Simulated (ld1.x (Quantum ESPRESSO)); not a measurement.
# samarium: variants of one TM semilocal potential

Base potential:

* Element: samarium
* Generator: ld1.x (Quantum ESPRESSO) 7.5
* Type: norm-conserving Troullier–Martins (semilocal form)
* Functional: LDA (PZ)
* Relativity: scalar-relativistic
* Frozen core: [Kr] 4d10
* Valence charge: 16
* Reference configuration: 4f6 5s2 5p6 5d1 6s1 6p0
* Partial waves: 5s (bound): rc 1.35 bohr; 5p (bound): rc 2.75 bohr; 4f (bound): rc 1.05 bohr; 5d (bound): rc 3.70 bohr
* Local potential: the d channel
* Core correction: Bessel-smoothed model core inside 1.00 bohr

Occupied shells without a wave of their own: 6s. They enter only through the test configuration that unscreens the potential, and ld1.x also counts them in the model core charge.

All-electron outer shells of the reference configuration (LDA (PZ), scalar-relativistic, ld1.x):

```tsv
shell	level (eV)	outermost node (bohr)	outermost maximum (bohr)
4p	-245.93	0.30	0.56
4d	-127.66	0.28	0.59
5s	-42.27	0.69	1.27
5p	-22.26	0.74	1.43
6s	-3.38	1.70	3.66
4f	-1.64	–	0.61
5d	-1.27	0.84	2.28
6p	-1.12	2.07	5.20
```

Cutoffs, loose and tight: the cutoffs (Ry, on a coarse ladder) from which the occupation-weighted sum of valence levels, in a spherical-Bessel basis at the reference potential, stays within 10 and 1 mRy of its value at 400 Ry. They do not see the model core or the augmentation charge, which bear on the density cutoff. Test errors are all-electron minus pseudo excitation energies from the reference, over the configurations 4f6 5s2 5p6 5d0 6s2 6p0; 4f6 5s2 5p6 5d0 6s1 6p0; 4f6 5s2 5p6 5d0 6s0 6p0; 4f6 5s2 5p5 5d0 6s2 6p0; 4f6 5s2 5p6 5d0 6s1.5 6p0; 4f5 5s2 5p6 5d1 6s1 6p0; 4f5 5s2 5p6 5d1 6s2 6p0 (two spin-polarised tests are not counted in the largest error). A dash means not determined; rows that change the core or the reference have their own tests. The largest error is taken over the tests solved by every variant that gives reliable tests at all: 4f5 5s2 5p6 5d1 6s1 6p0; 4f5 5s2 5p6 5d1 6s2 6p0; 4f6 5s2 5p6 5d0 6s1 6p0; 4f6 5s2 5p6 5d0 6s1.5 6p0.

With those shells counted twice in exchange and correlation these files are broken, and their errors move erratically; no question is asked of them.

In the semilocal form every listed channel keeps its own potential, so the choice of the local channel does not act on these tests. It acts once the file is put into the separable form.

A semilocal file is local in each channel, so a ghost entry of none says nothing of the separable form that plane-wave codes build from it.

```csv
change,outcome,"cutoff, loose","cutoff, tight",bound ghosts,largest test error (meV)
base,generated,300 Ry,over 300 Ry,none,-51
reference 4f6 5s2 5p6 5d0 6s2 6p0,generated,300 Ry,over 300 Ry,none,-935
core correction none,generated,300 Ry,over 300 Ry,none,+95
wave 5d (bound): rc 3.70 bohr becomes 5d (bound): rc 3.14 bohr,generated,300 Ry,over 300 Ry,none,-55
local potential the p channel,generated,300 Ry,over 300 Ry,none,-51
wave 4f (bound): rc 1.05 bohr becomes 4f (bound): rc 0.70 bohr,generated,over 300 Ry,over 300 Ry,none,-53
"form changed from semilocal to separable (Kleinman–Bylander), still TM; local potential the s channel",generated,300 Ry,over 300 Ry,none,-179
functional PBE,generated,300 Ry,over 300 Ry,none,-46
```
